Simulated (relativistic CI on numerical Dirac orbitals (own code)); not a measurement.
## Ag³⁺: resonant inelastic scattering at the L2,3 edge

Computed with this model: Dirac-Coulomb-Breit CI, orbitals from a KLI potential per configuration, QED by a radiative potential, valence Slater integrals scaled by 0.8, Kramers-Heisenberg scattering through one core-hole configuration in a parametric crystal field; configurations [Kr] 4d8 → [He] 2s2 2p5 3s2 3p6 3d10 4s2 4p6 4d9; 300 K; core-hole width 1.6 eV; summed over polarisations. Incident energies are the highest absorption maxima for each field (at most a few, so the weaker spin-orbit partner edge can be absent), on the computed scale of the free ion. Intensities are in per cent of the strongest line above 0.02 eV; levels within 1 cm⁻¹ are merged; final levels count from the ground level, the first row holds all elastic scattering, lines under 0.4 are left out and each table stops after 24 rows. The scale of the Slater integrals is a model choice and moves the terms in proportion.

Field parameters in Wybourne normalisation: D3d B²₀ = −7Dσ, B⁴₀ = −14Dq − 21Dτ, B⁴₃ = −14√(10/7) Dq; Oh B⁴₀ = 21Dq, B⁴₄ = √(5/14) B⁴₀. The field is a parameter set, without covalency, and values of 10Dq over about 45,000 cm⁻¹ lie beyond real compounds.

S is read from ⟨S²⟩ = S(S + 1).

Oh, 10Dq = 47100 cm⁻¹:

| Final level (eV) | Degeneracy | Irrep | S | 3354.8 eV | 3528.1 eV |
| --- | --- | --- | --- | --- | --- |
| 0.000 | 3 | T2 | 1.00 | 222.5 | 40.2 |
| 1.636 | 2 | E | 0.01 | 22.3 | 19.8 |
| 3.118 | 1 | A1 | 0.02 | 11.7 | 14.7 |
| 5.766 | 2 | E | 1.00 | 46.7 | 6.3 |
| 5.775 | 3 | T1 | 1.00 | 78.8 | 15.9 |
| 5.904 | 3 | T2 | 1.00 | 100.0 | 29.1 |
| 5.984 | 1 | A2 | 1.00 | 23.7 | 4.5 |
| 6.983 | 3 | T2 | 0.97 | 57.0 | 12.6 |
| 7.037 | 2 | E | 1.00 | 37.8 | 12.5 |
| 7.058 | 3 | T1 | 0.99 | 12.2 | 25.5 |
| 7.095 | 1 | A1 | 0.99 | 2.4 | 13.8 |
| 7.521 | 3 | T2 | 0.10 | 16.7 | 16.1 |
| 7.949 | 3 | T1 | 0.03 | 12.5 | 26.9 |

D3d, 10Dq = 27800, Dσ = 680, Dτ = -100 cm⁻¹:

```csv
Final level (eV),Degeneracy,Irrep,S,3353.3 eV,3526.6 eV
0.000,2,E,1.00,354.8,48.9
0.001,1,A1,1.00,19.7,4.3
1.606,2,E,0.06,37.0,23.4
2.971,1,A1,0.09,16.0,15.9
3.316,1,A2,1.00,40.3,7.5
3.330,2,E,0.99,73.9,13.3
3.364,2,E,0.99,73.2,14.0
3.479,2,E,0.99,100.0,27.8
3.512,1,A1,0.99,51.6,14.0
3.570,1,A2,1.00,36.0,6.8
4.507,1,A1,0.97,21.8,9.1
4.509,1,A2,0.99,5.3,11.3
4.535,2,E,0.99,45.7,16.9
4.561,2,E,0.99,22.6,22.7
4.595,1,A1,0.97,10.0,18.8
4.603,2,E,0.98,50.5,20.1
4.991,1,A1,0.13,7.9,7.8
5.086,2,E,0.10,14.8,15.3
5.480,1,A2,0.05,6.0,13.9
5.563,2,E,0.05,11.8,26.5
7.096,1,A1,0.99,0.5,0.6
7.131,2,E,0.99,1.8,1.3
7.398,1,A2,1.00,0.5,0.7
7.421,1,A1,0.98,1.1,0.4
```

For the first field the strongest loss at the lowest incident energy is the level at 5.90 eV (S = 1.00, against 1.00 in the thermal ground state). Levels of other spin, the first over 8 % at 1.64 eV, appear because spin-orbit coupling of the core hole, and in heavier ions of the valence shell too, mixes spins.
